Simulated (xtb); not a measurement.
xtb input:

```bash
xtb mol.xyz --gfn 2 --sp --chrg -1 --uhf 0
```
mol.xyz:
```
4

O     -0.10916389     2.13301857    -0.03062351
B     -0.04575220     0.89397961    -0.01283476
Br     1.69052013    -0.22215695    -0.01227409
Br    -1.65903236    -0.39310152     0.02110729
```

Problem. What final total energy does it print?

Solution. -13.85417 Eh (GFN2-xTB).

It need not be the lowest isomer of its formula. Whether it binds its extra electron was not tested at this geometry.
